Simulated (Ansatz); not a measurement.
`O[SiH2][SiH2]CCl`, relaxed with RKS PBE-D4/def2-SVP in Ansatz from a rough embedded geometry. The force threshold is 0.03 eV/Å; the program also tests the step.

Charge 0, multiplicity 1.

Start:

```xyz
12

O    -1.788   -2.070    0.689
Si   -1.107   -0.975   -0.366
Si    0.428    0.305    0.743
C     1.133    1.668   -0.335
Cl    2.158    0.857   -1.610
H    -1.486   -2.965    0.615
H    -0.445   -1.719   -1.434
H    -2.148   -0.061   -0.942
H     1.486   -0.523    1.374
H    -0.244    0.989    1.945
H     0.300    2.146   -0.873
H     1.715    2.348    0.193
```

**Question.** How much energy does the relaxation release, and in how many steps? (An estimate is asked.)

**Answer.** Ansatz gave: 26.87 kJ/mol, in 11 steps, 1 of them rejected.

**Question.** Which bonds change most? (Best estimate.)

**Answer.** The calculation gave: Si2–Si3 from 2.286 to 2.364 Å; C4–H12 from 1.039 to 1.108 Å; Si2–H7 from 1.460 to 1.509 Å; Si3–C4 from 1.876 to 1.912 Å.

**Question.** Give the relaxed structure. (Estimate.)

**Answer.** Ansatz gave: 
```xyz
12

O    -2.025   -2.030    0.490
Si   -1.017   -1.077   -0.479
Si    0.436    0.264    0.817
C     1.090    1.680   -0.291
Cl    1.694    0.957   -1.841
H    -1.559   -2.686    1.038
H    -0.213   -1.912   -1.447
H    -1.942   -0.182   -1.252
H     1.608   -0.524    1.342
H    -0.285    0.867    2.000
H     0.287    2.399   -0.548
H     1.926    2.242    0.170
```
